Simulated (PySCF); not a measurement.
C₃H₉B (SMILES BC(C)C), singlet, at a GFN2-xTB geometry; PBE0/6-31G, TDA run with PySCF.

Input for PySCF:
```python
from pyscf import gto, scf, dft, tdscf

mol = gto.M(
    atom='''
B    -0.64668672    1.45313392    0.36023353
H    -1.25731287    1.58918958    1.34770566
H    -0.35411262    2.39244251   -0.27109554
C    -0.28895741    0.01035063   -0.15608601
C    -0.18683200   -1.06531089    0.93228006
C     0.93451047   -0.06805516   -1.07749630
H    -1.16697782   -0.24674461   -0.77354341
H    -0.06641992   -2.05424012    0.49170830
H     0.67348133   -0.87296791    1.57010154
H    -1.07791644   -1.07218291    1.55489280
H     0.84814390    0.64074134   -1.89717530
H     1.04270993   -1.06784557   -1.49617945
H     1.83951171    0.16403060   -0.51976874
''',
    basis='6-31g',
    verbose=4,
)

mf = dft.RKS(mol)
mf.xc = 'pbe0'
mf.kernel()
td = mf.TDA()
td.nstates = 5
td.kernel()
td.analyze()
```

Output, abridged:

```
PySCF version 2.14.0

[INPUT] verbose = 4
[INPUT] num. atoms = 13
[INPUT] num. electrons = 32
[INPUT] charge = 0
[INPUT] spin (= nelec alpha-beta = 2S) = 0
[INPUT] symmetry False subgroup None
[INPUT] Mole.unit = angstrom
[INPUT] Symbol           X                Y                Z      unit          X                Y                Z       unit  Magmom
[INPUT]  1 B     -0.646686720000   1.453133920000   0.360233530000 AA   -1.222060789193   2.746025131116   0.680742712585 Bohr   0.0
[INPUT]  2 H     -1.257312870000   1.589189580000   1.347705660000 AA   -2.375976977191   3.003133066213   2.546794593926 Bohr   0.0
[INPUT]  3 H     -0.354112620000   2.392442510000  -0.271095540000 AA   -0.669175869052   4.521061112667  -0.512296324191 Bohr   0.0
[INPUT]  4 C     -0.288957410000   0.010350630000  -0.156086010000 AA   -0.546050366564   0.019559855917  -0.294959810776 Bohr   0.0
[INPUT]  5 C     -0.186832000000  -1.065310890000   0.932280060000 AA   -0.353061311305  -2.013145819617   1.761753984793 Bohr   0.0
[INPUT]  6 C      0.934510470000  -0.068055160000  -1.077496300000 AA    1.765968848839  -0.128605613763  -2.036172907232 Bohr   0.0
[INPUT]  7 H     -1.166977820000  -0.246744610000  -0.773543410000 AA   -2.205268473242  -0.466279735613  -1.461785190362 Bohr   0.0
[INPUT]  8 H     -0.066419920000  -2.054240120000   0.491708300000 AA   -0.125515458016  -3.881951220894   0.929194020175 Bohr   0.0
[INPUT]  9 H      0.673481330000  -0.872967910000   1.570101540000 AA    1.272695263708  -1.649670265434   2.967061898358 Bohr   0.0
[INPUT] 10 H     -1.077916440000  -1.072182910000   1.554892800000 AA   -2.036966856766  -2.026132055339   2.938321545058 Bohr   0.0
[INPUT] 11 H      0.848143900000   0.640741340000  -1.897175300000 AA    1.602759685220   1.210825649287  -3.585141727290 Bohr   0.0
[INPUT] 12 H      1.042709930000  -1.067845570000  -1.496179450000 AA    1.970436195064  -2.017935670630  -2.827369393702 Bohr   0.0
[INPUT] 13 H      1.839511710000   0.164030600000  -0.519768740000 AA    3.476173334830   0.309972910048  -0.982220566710 Bohr   0.0

nuclear repulsion = 117.619352723873
number of shells = 38
number of NR pGTOs = 124
number of NR cGTOs = 54
basis = 6-31g
ecp = {}

******** <class 'pyscf.dft.rks.RKS'> ********
method = RKS
initial guess = minao
damping factor = 0
level_shift factor = 0
DIIS = <class 'pyscf.scf.diis.CDIIS'>
diis_start_cycle = 1
diis_space = 8
diis_damp = 0
SCF conv_tol = 1e-09
SCF conv_tol_grad = None
SCF max_cycles = 50
direct_scf = True
direct_scf_tol = 1e-13
XC library pyscf.dft.libxc version 7.1.2
    S. Lehtola, C. Steigemann, M. J. T. Oliveira, and M. A. L. Marques,  SoftwareX 7, 1–5 (2018)
XC functionals = pbe0
    C. Adamo and V. Barone,  J. Chem. Phys. 110, 6158 (1999)
    M. Ernzerhof and G. E. Scuseria,  J. Chem. Phys. 110, 5029 (1999)
radial grids:
    Treutler-Ahlrichs [JCP 102, 346 (1995); DOI:10.1063/1.469408] (M4) radial grids

becke partition: Becke, JCP 88, 2547 (1988); DOI:10.1063/1.454033
pruning grids: <function nwchem_prune>
grids dens level: 3
symmetrized grids: False
atomic radii adjust function: <function treutler_atomic_radii_adjust>
small_rho_cutoff = 0
Set gradient conv threshold to 3.16228e-05
Initial guess from minao.
tot grids = 144672
init E= -144.391264484848
  HOMO = -0.34625694891674  LUMO = -0.112420677582664  gap/eV = 6.36301
cycle= 1 E= -144.297994188879  delta_E= 0.0933  |g|= 0.346  |ddm|= 2.84
  HOMO = -0.25226668938173  LUMO = -0.0105677453833575  gap/eV = 6.57696
cycle= 2 E= -144.294108029775  delta_E= 0.00389  |g|= 0.371  |ddm|= 0.75
  HOMO = -0.303266900102079  LUMO = -0.0326221836094434  gap/eV = 7.36462
cycle= 3 E= -144.331958330503  delta_E= -0.0379  |g|= 0.0192  |ddm|= 0.407
  HOMO = -0.304277295266808  LUMO = -0.0375514677382132  gap/eV = 7.25798
cycle= 4 E= -144.33205287347  delta_E= -9.45e-05  |g|= 0.00915  |ddm|= 0.0347
  HOMO = -0.304278885886526  LUMO = -0.0362390224955924  gap/eV = 7.29374
cycle= 5 E= -144.332077447892  delta_E= -2.46e-05  |g|= 0.00165  |ddm|= 0.00975
  HOMO = -0.30405542650632  LUMO = -0.0359432329715772  gap/eV = 7.29570
cycle= 6 E= -144.332078140892  delta_E= -6.93e-07  |g|= 0.000443  |ddm|= 0.00206
  HOMO = -0.304124003474991  LUMO = -0.0360163077780717  gap/eV = 7.29558
cycle= 7 E= -144.332078201128  delta_E= -6.02e-08  |g|= 2.61e-05  |ddm|= 0.0006
  HOMO = -0.304119636477537  LUMO = -0.0360147591609652  gap/eV = 7.29551
cycle= 8 E= -144.332078201404  delta_E= -2.75e-10  |g|= 5.09e-06  |ddm|= 6.32e-05
  HOMO = -0.304119490971078  LUMO = -0.0360150837712148  gap/eV = 7.29549
Extra cycle  E= -144.332078201414  delta_E= -1e-11  |g|= 2.7e-06  |ddm|= 1.64e-05
converged SCF energy = -144.332078201414

******** <class 'pyscf.tdscf.rks.TDA'> for <class 'pyscf.dft.rks.RKS'> ********
nstates = 5 singlet
deg_eia_thresh = 1.000e-03
wfnsym = None
conv_tol = 1e-05
eigh lindep = 1e-12
eigh level_shift = 0
eigh max_cycle = 100

Excitation energies (eV)
[5.49781691 5.99754133 7.14050366 7.27177256 8.46157394]

** Singlet excitation energies and oscillator strengths **
Excited State   1:      5.49782 eV    225.52 nm  f=0.0000
      16 -> 17        0.69580
Excited State   2:      5.99754 eV    206.73 nm  f=0.0020
      13 -> 17        0.19426
      15 -> 17        0.67654
Excited State   3:      7.14050 eV    173.64 nm  f=0.0011
      13 -> 17       -0.67089
      15 -> 17        0.20065
Excited State   4:      7.27177 eV    170.50 nm  f=0.0541
      14 -> 17       -0.69732
Excited State   5:      8.46157 eV    146.53 nm  f=0.0000
      12 -> 17        0.70574

** Transition electric dipole moments (AU) **
state          X           Y           Z        Dip. S.      Osc.
  1         0.0102      0.0039      0.0076      0.0002      0.0000
  2         0.0518      0.0461     -0.0929      0.0134      0.0020
  3         0.0359      0.0320     -0.0644      0.0065      0.0011
  4         0.1587     -0.5024     -0.1608      0.3034      0.0541
  5         0.0051      0.0046     -0.0092      0.0001      0.0000

** Transition velocity dipole moments (imaginary part, AU) **
state          X           Y           Z        Dip. S.      Osc.
  1        -0.0294     -0.0101     -0.0214      0.0014      0.0047
  2         0.0077      0.0069     -0.0139      0.0003      0.0009
  3         0.0087      0.0077     -0.0156      0.0004      0.0010
  4         0.0575     -0.0670     -0.0011      0.0078      0.0195
  5         0.0031      0.0027     -0.0055      0.0000      0.0001

** Transition magnetic dipole moments (imaginary part, AU) **
state          X           Y           Z
  1         0.3997      0.3555     -0.7164
  2        -0.2840      1.0227      0.3491
  3         0.1655     -0.3112     -0.0620
  4         0.3050      0.2712     -0.5467
  5        -0.3178      0.2496     -0.0535
```
